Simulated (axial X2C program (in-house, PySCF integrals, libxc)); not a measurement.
Potential curves of CuP⁺, 2c

Calculated with an axial X2C code built on PySCF integrals. Two-component (2c) means X2C with spin–orbit coupling and atomic mean-field two-electron Coulomb and Gaunt terms. Basis: Cu dyall-cv3z [9s9p6d3f2g], P dyall-v3z [8s7p2d1f] (cores contracted in-house); Gaussian nuclei, density fitting, unrestricted open shells. Masses: Cu 62.930 u, P 30.974 u.

State: Ω = 3/2 (⟨Sz⟩ = 1.50, ⟨Lz⟩ = 0.00 at HF). Energies in eV from the fragments at the same level (Cu+ + P). Fits are polynomials in 1 − R0/R over 0.85 to 1.23 times the lowest point R0.

| R (Å) | MP2 | CCSD | HF | PBE0 |
| --- | --- | --- | --- | --- |
| 1.9218 | -0.7327 |  | 0.6293 | -1.0920 |
| 2.0102 | -0.9646 | -0.7642 | 0.2047 | -1.3468 |
| 2.0765 | -1.0593 | -0.8974 | -0.0222 | -1.4506 |
| 2.1427 | -1.1072 | -0.9792 | -0.1902 | -1.5009 |
| 2.2090 | -1.1218 | -1.0235 | -0.3129 | -1.5124 |
| 2.2863 | -1.1097 | -1.0409 | -0.4119 | -1.4911 |
| 2.3636 | -1.0767 | -1.0324 | -0.4752 | -1.4450 |
| 2.4630 | -1.0155 | -0.9965 | -0.5185 | -1.3642 |
| 2.5845 | -0.9256 |  | -0.5316 | -1.2503 |
| 2.7612 | -0.7860 |  | -0.5041 | -1.0813 |

Correlated methods: 15 electrons correlated (number of frozen shells: Cu 3 s, 2 p; P 2 s, 1 p), 219 virtual spin orbitals or spinors in MP2, 90 natural virtuals in coupled cluster.

The state is one determinant whose occupation by symmetry is held fixed; it was picked as the lowest of a PBE0 search that is not exhaustive. Dissociation energies refer to the lowest single-determinant-based atoms at the same level and basis. Density functionals use the spin component along the axis (collinear). CCSD ran in a truncated set of natural virtual spinors with an MP2 remainder; without triples it tends to underbind. Other states lie close and PBE0, whose exact exchange favours high spin, may order them wrongly; the determinant shown need not be the ground state. The nearest other 2c determinant of the search, Ω = 1/2, lies 0.16 eV up at the distance of the search. With several unpaired electrons one determinant need not be a pure state. This is the top spin component of a Σ state; components of lower Ω are not single determinants and can lie lower. Coupled cluster ran on the points near the minimum only. MP2 and coupled cluster on one determinant become unreliable at the stretched end.

(1) What are Re, ωe and De at the MP2 level?

(2) What are Re, ωe and De at the CCSD level?

(3) What are Re, ωe and De at the HF level?

(4) Fit the PBE0 curve near its minimum: give the equilibrium distance, the harmonic wavenumber and the well depth.

## Answers

(1) At MP2, 2c: Re = 2.213 Å, ωe ≈ 260 cm⁻¹, De = 1.12 eV to Cu+ + P; Be follows as 0.166 cm⁻¹.

(2) At CCSD, 2c: Re = 2.295 Å, ωe ≈ 232 cm⁻¹, De = 1.04 eV to Cu+ + P; Be follows as 0.154 cm⁻¹.

(3) At HF, 2c: Re = 2.571 Å, ωe ≈ 160 cm⁻¹, De = 0.53 eV to Cu+ + P; Be follows as 0.123 cm⁻¹.

(4) At PBE0, 2c: Re = 2.199 Å, ωe ≈ 295 cm⁻¹, De = 1.51 eV to Cu+ + P; Be follows as 0.168 cm⁻¹.
